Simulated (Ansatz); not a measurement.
Process, species as SMILES: [BH2] (BH2) → B atom + 2 H atom
B3LYP-D3(BJ)/def2-TZVP geometries, fixed; electronic energies without zero-point terms.

Effect of a fitting basis named in the input at MP2/cc-pVTZ with Ansatz (a first-principles code), against the last row, where the atomisation energy is 167.50 kcal/mol. Cores are frozen. Open shells are unrestricted. The default fits or decomposes integrals by the program's own choice; accuracy: high also tightens integrals, grids and stops.

```tsv
setting	largest shift of a total energy (mEh)	shift of the atomisation energy (kcal/mol)
fitting: def2-universal-jkfit and def2-SVP-RIFIT	0.188	-0.099
fitting: def2-universal-jkfit and cc-pVDZ-RIFIT	0.351	-0.202
fitting: def2-universal-jkfit and cc-pVTZ-RIFIT	0.028	-0.016
fitting: def2-universal-jkfit and aug-cc-pVTZ-RIFIT	0.022	-0.012
fitting: def2-universal-jkfit and cc-pVQZ-RIFIT	0.024	-0.012
fitting: def2-universal-jkfit and aug-cc-pVQZ-RIFIT	0.016	-0.007
accuracy: high	-0.001	0.000
accuracy: medium (default)	0.000	0.000
```

Within 0.1 kcal/mol in the atomisation energy: fitting: def2-universal-jkfit and def2-SVP-RIFIT; fitting: def2-universal-jkfit and cc-pVTZ-RIFIT; fitting: def2-universal-jkfit and aug-cc-pVTZ-RIFIT; fitting: def2-universal-jkfit and cc-pVQZ-RIFIT; fitting: def2-universal-jkfit and aug-cc-pVQZ-RIFIT; accuracy: high. The largest shift is 0.351 mEh in a total energy and 0.202 kcal/mol in the difference.
